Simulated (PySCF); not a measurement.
Atom-mapped SMILES (the numbers label the heavy atoms): `[CH3:1]/[N:2]=[CH:3]/[C:4]#[C:5][C:6]([F:7])([F:8])[F:9]` (H(Xn): hydrogen on atom n).

Geometry: GFN2-xTB; GIAO shifts from PySCF, gas phase, non-relativistic, averaged over equivalent atoms.

At PBE0/ANO-RCC-VDZP (146 basis functions, 56 s wall time on 1 thread of an Arm Neoverse N1, shared host):
| atoms | δ (ppm) |
| --- | --- |
| C3 | 140.8 |
| C6 | 125.9 |
| C4 | 85.1 |
| C5 | 75.4 |
| C1 | 50.4 |
| N2 | 437.3 |
| F7/F8/F9 | -64.5 |
| H(C3) | 8.14 |
| H(C1) | 3.87 |

Shifts are taken against calculated references (same method and geometry level): 13C (σref 190.39), 1H (σref 31.76) against TMS; 15N (σref 274.18) against NH3; 19F (σref 179.08) vs CFCl3.

What do these become at PBE0/pcSseg-1?

## Answers


```json
{"atoms": "C3", "δ at PBE0/pcSseg-1": "144.9", "change": "+4.1"}
{"atoms": "C6", "δ at PBE0/pcSseg-1": "124.3", "change": "-1.6"}
{"atoms": "C4", "δ at PBE0/pcSseg-1": "90.9", "change": "+5.8"}
{"atoms": "C5", "δ at PBE0/pcSseg-1": "82.7", "change": "+7.3"}
{"atoms": "C1", "δ at PBE0/pcSseg-1": "53.1", "change": "+2.7"}
{"atoms": "N2", "δ at PBE0/pcSseg-1": "447.4", "change": "+10.1"}
{"atoms": "F7/F8/F9", "δ at PBE0/pcSseg-1": "-62.7", "change": "+1.8"}
{"atoms": "H(C3)", "δ at PBE0/pcSseg-1": "7.76", "change": "-0.38"}
{"atoms": "H(C1)", "δ at PBE0/pcSseg-1": "4.01", "change": "+0.14"}
```

δ = σ(ref) − σ, references computed at the same level: TMS for 13C (σ = 186.93 ppm) and 1H (σ = 31.72 ppm); 15N (σ = 267.73 ppm) against NH3; 19F (σ = 170.95 ppm) against CFCl3.

The largest change is at N2 (imine nitrogen). Cost: 173 basis functions, 42 s wall time on 1 thread of an Arm Neoverse N1, shared host. The order of the carbon signals is the same at both levels.

Unscaled 19F shifts against computed CFCl3 carry errors that often reach 10 to 50 ppm. Experimental scales use liquid or dissolved standards, which lie at an offset from isolated NH3 (liquid NH3: subtract about 20 ppm). Unscaled 15N shifts of sp2 nitrogen come out 20 to 40 ppm too high even then.
